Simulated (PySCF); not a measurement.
# Diatomic anions of H with the fourth-period p block

CCSD(T) with triple-zeta basis sets in PySCF, for the lowest determinant that a PBE0 search found; no spin–orbit coupling. De refers to high-spin ground-configuration atoms (the charge goes to the atom of lower measured ionisation energy or higher electron affinity, which is not always the lowest computed limit).

```csv
M,basis,"reference, frozen orbitals",charged atom,state (unpaired electrons),Re (Å),ωe (cm⁻¹),De (eV)
Ga,def2-TZVPPD,"UHF, 9",H−,doublet (π ↑),1.709,1382,n/a
Ge,def2-TZVPPD,"UHF, 9",Ge−,triplet (π ↑↑),1.628,1687,n/a
Br,def2-TZVPPD,"UHF, 9",Br−,doublet (σ ↑),2.282,471,0.16
```

The shortest bond is that of GeH⁻ (1.628 Å), the longest that of HBr⁻ (2.282 Å).

The state changes along the series, so neighbouring rows are not always alike in their bonding.

Correlated steps freeze 9 core orbitals. Weak bonds: HBr⁻. Basis-set superposition, not corrected here, can be much of De in a small basis, most of all at correlated wavefunction levels. Spin–orbit coupling is left out. For an ion De counts to the pair picked by the measured ionisation energies or electron affinities, which need not be the lowest pair at this level. States were picked by a PBE0 search and need not be the measured ground states.
